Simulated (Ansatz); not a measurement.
Si21OH32, 54 atoms. Hardware: 2 threads of AMD EPYC 7R13 on a shared host and a share (18 GiB) of an NVIDIA H100 80GB HBM3.

Correlated methods freeze 106 core orbitals. Single mean-field runs in def2-SVP are fitted with def2-universal-jkfit.

**Question.** How many basis functions does each of these Ansatz runs have, and roughly what does it cost? PBE with 50 % exact exchange/def2-SVP, charge 0 triplet, energy, from earlier orbitals; ωB97M-V/def2-SVP, charge 0 singlet, energy, from earlier orbitals; B3LYP-D4/6-31G, charge 0 singlet, energy; PBE0-D4/def2-SVP, charge 1 doublet at the geometry of the charge 0 singlet, energy; PBE0-D4/def2-SVP, charge -1 doublet at the geometry of the charge 0 singlet, energy; B2PLYP/def2-SVP, charge 1 doublet at the geometry of the charge 0 singlet, energy, from earlier orbitals; B2PLYP/def2-SVP, charge -1 doublet at the geometry of the charge 0 singlet, energy, from earlier orbitals; PBE with 15 % exact exchange/def2-SVP, charge 0 triplet, energy, from earlier orbitals; PBE-D4/def2-SVP, charge 0 triplet, relaxation, 25 steps; PBE with 50 % exact exchange/def2-SVP, charge 0 singlet, energy, from earlier orbitals; PBE with 35 % exact exchange/def2-SVP, charge 0 triplet, energy, from earlier orbitals; B2PLYP/def2-SVP, charge 0 triplet, energy, from earlier orbitals.

**Answer.** Other jobs shared the machine, so times can vary by a factor of up to 3.

```tsv
run	functions	fitting or Cholesky vectors	wall time	peak host memory (GiB)
B3LYP-D4/6-31G, charge 0 singlet, energy	346	4039	7.5 s	1.1
PBE with 50 % exact exchange/def2-SVP, charge 0 singlet, energy, from earlier orbitals	552	3341	12 s	1.1
PBE with 50 % exact exchange/def2-SVP, charge 0 triplet, energy, from earlier orbitals	552	3341	12 s	1.2
PBE0-D4/def2-SVP, charge -1 doublet at the geometry of the charge 0 singlet, energy	552	3341	13 s	1.3
PBE with 35 % exact exchange/def2-SVP, charge 0 triplet, energy, from earlier orbitals	552	3341	14 s	1.3
PBE with 15 % exact exchange/def2-SVP, charge 0 triplet, energy, from earlier orbitals	552	3341	14 s	1.3
B2PLYP/def2-SVP, charge 1 doublet at the geometry of the charge 0 singlet, energy, from earlier orbitals	552	3341	14 s	3.7
B2PLYP/def2-SVP, charge 0 triplet, energy, from earlier orbitals	552	3341	15 s	3.7
B2PLYP/def2-SVP, charge -1 doublet at the geometry of the charge 0 singlet, energy, from earlier orbitals	552	3341	16 s	3.7
PBE0-D4/def2-SVP, charge 1 doublet at the geometry of the charge 0 singlet, energy	552	3341	18 s	1.3
ωB97M-V/def2-SVP, charge 0 singlet, energy, from earlier orbitals	552	3341	19 s	1.5
PBE-D4/def2-SVP, charge 0 triplet, relaxation, 25 steps	552	3341	2.5 min	1.2
```
